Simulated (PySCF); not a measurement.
Vertical excitations of a molecule GeH7NOSi from TDDFT-PBE/def2-SVPD run with PySCF, as energy in eV (oscillator strength): 5.50 (0.019), 5.95 (0.030), 6.21 (0.016), 6.33 (0.026), 6.65 (0.010), 6.77 (0.002), 6.80 (0.016), 6.99 (0.039), 7.06 (0.013), 7.10 (0.012). Lowest triplet (TDA): 5.19 eV. Coordinates come from a ωB97X-D3(BJ)/def2-SVP optimisation. The values are those of a single conformer.

Question: Which molecule gave these data?
A. [NH2][GeH2][O][SiH3]
B. N[Si@H](O)[GeH3]
C. N[SiH2][O][GeH3]
D. [OH][GeH2][NH][SiH3]

Answer: D, [OH][GeH2][NH][SiH3]
